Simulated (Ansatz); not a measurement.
Gas-phase electronic energies from Ansatz, PBE0-D4/def2-TZVP geometries. CCSD(T)/CBS is the MP2 limit (def2-TZVPP, def2-QZVPP) plus CCSD(T) − MP2 in def2-TZVPP, frozen cores. For Ge outer-core shells are correlated without core-valence functions, which leaves a few kJ/mol of doubt a bond. Scalar relativity is left out up to krypton.

`[CH3][Ge]([F])([SiH3])[Cl]` + `F[SiH](F)F` → `F[SiH](F)[SiH3]` + `[CH3][Ge]([F])([F])[Cl]`  (redistribution)

`[CH3][Ge]([F])([SiH3])[Cl]`:

```xyz
11

C    -1.613   -0.891   -0.369
Ge   -0.009   -0.362    0.574
F     0.869   -1.835    0.897
Si    1.545    1.191   -0.359
Cl   -0.591    0.372    2.520
H    -2.148   -1.624    0.236
H    -2.253   -0.024   -0.536
H    -1.347   -1.337   -1.329
H     0.841    2.481   -0.568
H     2.669    1.360    0.593
H     2.036    0.669   -1.660
```

`F[SiH](F)F`:

Z-matrix (Å, degrees):
```
Si
F 1 1.573
F 1 1.573 2 108.3
F 1 1.573 2 108.3 3 117.1
H 1 1.461 2 110.7 3 -121.4
```

`F[SiH](F)[SiH3]`:

```xyz
8

F     1.466    0.559   -1.599
Si    0.763    0.827   -0.194
F    -0.005    2.218   -0.315
Si   -0.776   -0.881    0.249
H     1.839    1.005    0.809
H    -0.052   -2.177    0.334
H    -1.443   -0.608    1.549
H    -1.791   -0.944   -0.833
```

`[CH3][Ge]([F])([F])[Cl]`:

Cartesian coordinates in Å:
```
C 0.330 -0.520 0.904
Ge -0.244 0.434 -0.655
F -1.649 1.372 -0.337
F 0.931 1.584 -1.158
Cl -0.680 -0.776 -2.340
H 0.537 0.195 1.699
H -0.457 -1.205 1.217
H 1.233 -1.083 0.669
```

```json
{"species": "`[CH3][Ge]([F])([SiH3])[Cl]`", "CCSD/def2-TZVPP energy (Eh)": "-2965.83189"}
{"species": "`F[SiH](F)F`", "CCSD/def2-TZVPP energy (Eh)": "-589.07032"}
{"species": "`F[SiH](F)[SiH3]`", "CCSD/def2-TZVPP energy (Eh)": "-780.09559"}
{"species": "`[CH3][Ge]([F])([F])[Cl]`", "CCSD/def2-TZVPP energy (Eh)": "-2774.76204"}
```

**Question.** Work out ΔE.

**Answer.** ΔE = (-780.09559) + (-2774.76204) − (-2965.83189) − (-589.07032) = 0.04458 Eh = +117.0 kJ/mol. CCSD(T)/CBS gives +120.5 kJ/mol.

Largest T1 diagnostic among the species: 0.013.

From PBE to PBE0 (25 % exact exchange), in def2-TZVPP and without D4, ΔE moves by +5.2 kJ/mol. At CCSD(T), def2-SVP lies −27.3 kJ/mol from the extrapolated value and def2-TZVPP −4.3 kJ/mol. Leaving LDA and LC-ωPBE aside and taking each functional with its dispersion term where it has one, the values, not all of them listed here, spread over 15.9 kJ/mol, from revPBE-D4 to BHLYP-D4. LDA lies +7.8 kJ/mol from PBE without D4.
